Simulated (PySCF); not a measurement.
## Which functional comes closest?

Molecule: trans-1,2-dimethylcyclohexane ([C@H]1(C)[C@H](C)CCCC1, C8H16).

Structure with atom numbers: `[CH3:1][C@@H:2]1[CH2:3][CH2:4][CH2:5][CH2:6][C@H:7]1[CH3:8]`. Each H is labelled by its parent atom. Ha(C3), Ha(C4), Ha(C5), Ha(C6) are cis to C1 on the ring; Hb(C3), Hb(C4), Hb(C5), Hb(C6) are trans to C1 on the ring.

Geometry PBE0-D3(BJ)/def2-SVP throughout; GIAO in PySCF, gas phase, one conformer, non-relativistic; equivalent atoms averaged; basis pcSseg-1.

Reference values (measured; solution, not stated in the table (CDCl3 in this author's series); The use of chemical shift calculations in the conformational analysis of substituted benzenes, New J. Chem. 2019 (ESI)): δ(H(C2)/H(C7)) = 0.94 ppm, δ(H(C1)/H(C8)) = 0.88 ppm. Computed shifts are taken against TMS, calculated as an isolated molecule at each level.

Q: How do the functionals HF, LDA, BP86, KT2, KT3, PBE0, mPW1PW91, CAM-B3LYP, wB97X-D perform against the reference? Times are CPU seconds on shared hosts with different chips, so compare them loosely; the GGAs took longer than the global hybrids here, which isn't the general rule, and the cause wasn't traced.

A: 
```tsv
functional	kind	H(C2)/H(C7)	H(C1)/H(C8)	mean abs. error H	core-s
HF	Hartree–Fock	0.29	0.90	0.33	20
LDA	LDA	0.69	0.93	0.15	40
BP86	GGA	0.70	0.94	0.15	47
KT2	GGA	0.71	0.94	0.14	53
KT3	GGA	0.74	0.92	0.12	48
PBE0	global hybrid	0.59	0.91	0.19	39
mPW1PW91	global hybrid	0.59	0.91	0.19	40
CAM-B3LYP	range-separated hybrid	0.55	0.92	0.21	47
wB97X-D	range-separated hybrid	0.54	0.91	0.21	43
```

For $^{1}$H the closest is KT3 (0.12 ppm, with KT2, BP86 practically level) and the furthest HF (0.33 ppm). One molecule is a small sample, and vibrational and solvent effects are absent from the calculation.
